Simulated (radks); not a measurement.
Values are calculated unless marked as measured or tabulated.
Problem. Radial electron density D(r) = 4 pi r^2 rho(r) of an atom or ion with 14 electrons. Code: a radial shooting solver on a logarithmic mesh with Libxc functionals. Model: Dirac Kohn-Sham, relativistic LDA (MacDonald-Vosko exchange, VWN5 correlation), spin-unpolarised, spherical densities, finite nucleus; Fermi nuclear charge, rms radius of each element as measured or else 0.836 A^(1/3) + 0.57 fm.

r (bohr)  D(r) (e/bohr)
0.002797          1.415
0.0035            2.109
0.004378          3.113
0.005477          4.539
0.006853          6.516
0.008573          9.178
0.01073           12.62
0.01342           16.84
0.01679           21.66
0.021             26.62
0.02628           30.92
0.03287           33.60
0.04113           33.85
0.05145           31.66
0.06386           28.46
0.07989           26.39
0.09995           27.82
0.125             32.59
0.1564            37.04
0.1957            36.08
0.2448            27.99
0.3063            17.14
0.3832            10.18
0.4794            8.759
0.5998            8.440
0.7504            5.782
0.9388            2.366
1.175            0.5222
1.469           0.05527
1.838          0.002404

What is the nuclear charge?

Solution. Z = 28. The innermost maximum, from 1s, lies near gamma/Z bohr with gamma = sqrt(1 - (Z/c)^2) = 0.979, here 0.035 bohr (found: 0.0377), and its height grows with Z. The density is that of the nickel ion Ni14+ in [Ne] 3s2 3p2; the configuration itself is not fixed sharply by these data, and Z only to about a unit. D(r) has 3 maxima, at r = 0.0377, 0.171, 0.524 bohr, and minima at 0.0825, 0.472 bohr, inside which lie 2.12, 10.68 electrons.
